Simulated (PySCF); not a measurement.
Isomers of C3H12Ge2Si, mass 223.913 u with the commonest isotopes. Theory: PBE0-D3(BJ)/def2-SVP geometry optimisation, gas phase in PySCF. One conformer each, none proved a minimum here; rigid rotors.

Question: Order these by out-of-plane moment Σ m c² = (Ia + Ib − Ic)/2, smallest first.
A. `[CH2:1]=[C:2]([CH3:3])[SiH2:4][GeH2:5][GeH3:6]` with C1–C2–Si4–Ge5 8°, C2–Si4–Ge5–Ge6 61°
B. `[GeH3:1][GeH2:2][SiH2:3][CH:4]1[CH2:5][CH2:6]1` with Ge1–Ge2–Si3–C4 76°, Ge2–Si3–C4–C5 39°
C. `[CH2:1]=[CH:2][Ge@@H:3]([CH3:4])[GeH2:5][SiH3:6]` with C1–C2–Ge3–C4 -127°, C2–Ge3–Ge5–Si6 -60°

Answer: A (56.72 u·Å²), B (74.26 u·Å²), C (120.97 u·Å²).

Question: Order these by radius of gyration √(Σ m r²/M), smallest first.
A. `[GeH3:1][GeH2:2][SiH2:3][CH:4]1[CH2:5][CH2:6]1` with Ge1–Ge2–Si3–C4 76°, Ge2–Si3–C4–C5 39°
B. `[CH2:1]=[CH:2][Ge@@H:3]([CH3:4])[GeH2:5][SiH3:6]` with C1–C2–Ge3–C4 -127°, C2–Ge3–Ge5–Si6 -60°
C. `[CH2:1]=[C:2]([CH3:3])[SiH2:4][GeH2:5][GeH3:6]` with C1–C2–Si4–Ge5 8°, C2–Si4–Ge5–Ge6 61°

Answer: B (1.910 Å), A (2.085 Å), C (2.160 Å).

Question: Order these by rotational constant C, smallest first.
A. `[CH2:1]=[CH:2][Ge@@H:3]([CH3:4])[GeH2:5][SiH3:6]` with C1–C2–Ge3–C4 -127°, C2–Ge3–Ge5–Si6 -60°
B. `[GeH3:1][GeH2:2][SiH2:3][CH:4]1[CH2:5][CH2:6]1` with Ge1–Ge2–Si3–C4 76°, Ge2–Si3–C4–C5 39°
C. `[CH2:1]=[C:2]([CH3:3])[SiH2:4][GeH2:5][GeH3:6]` with C1–C2–Si4–Ge5 8°, C2–Si4–Ge5–Ge6 61°

Answer: C (511.4 MHz), B (562.2 MHz), A (726.0 MHz).

```json
{"SMILES": "C=[CH][Ge@@H]([CH3])[GeH2][SiH3]", "point group": "C1", "Ia (u·Å²)": "320.13", "Ib (u·Å²)": "617.91", "Ic (u·Å²)": "696.11", "κ": "-0.78", "μa (D)": "0.71", "μb (D)": "0.20", "μc (D)": "0.50"}
{"SMILES": "[GeH3][GeH2][SiH2]C1CC1", "point group": "C1", "Ia (u·Å²)": "289.25", "Ib (u·Å²)": "758.24", "Ic (u·Å²)": "898.98", "κ": "-0.82", "μa (D)": "0.88", "μb (D)": "0.63", "μc (D)": "0.16"}
{"SMILES": "C=C(C)[SiH2][GeH2][GeH3]", "point group": "C1", "Ia (u·Å²)": "287.36", "Ib (u·Å²)": "814.34", "Ic (u·Å²)": "988.25", "κ": "-0.82", "μa (D)": "0.84", "μb (D)": "0.49", "μc (D)": "0.13"}
```
